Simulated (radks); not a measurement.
Question: All-electron atom: Sm in [Xe] 4f5 5d1 6p2 (not the ground configuration). All-electron calculation, scalar-relativistic Kohn-Sham, BLYP, spin-polarised, spherical densities, finite nucleus; open shells are filled with parallel spins first (spin-orbit coupling, left out, can overturn this in heavy ions); Fermi nuclear charge, rms radius 5.0819 fm. Program: a radial shooting solver on a logarithmic mesh with Libxc functionals. Some entries of the table are withheld. Estimate them.

orbital,occ.,eigenvalue (eV),<r> (bohr)
1s up,1,-46685.77,0.02274
1s down,1,-46685.77,0.02274
2s up,1,-7635.965,0.09701
2s down,1,-7635.901,0.09701
2p up,3,-6813.285,0.08547
2p down,3,-6813.233,0.08547
3s up,1,-1680.591,0.2551
3s down,1,-1678.899,0.2549
3p up,3,-1423.383,0.2534
3p down,3,-1421.698,0.2532
3d up,5,-1074.665,0.2311
3d down,5,-1073.349,0.2309
4s up,1,-342.3171,0.5785
4s down,1,-338.0415,0.5784
4p up,3,-257.6356,0.6121
4p down,3,-253.3880,0.6121
4d up,5,-138.7598,0.6676
4d down,5,-134.5666,0.6683
5s up,1,-49.5948,1.381
5s down,1,-47.0842,1.395
5p up,3,(1),(2)
5p down,3,(3),(4)
4f up,5,-11.2304,0.9122
4f down,0,-7.4795,0.9481
5d up,1,-4.7776,2.645
5d down,0,-3.5341,2.680
6p up,2,-2.4131,5.124

Answer: 
(1) 5p up eigenvalue (eV): -28.6559
(2) 5p up <r> (bohr): 1.607
(3) 5p down eigenvalue (eV): -26.6230
(4) 5p down <r> (bohr): 1.632
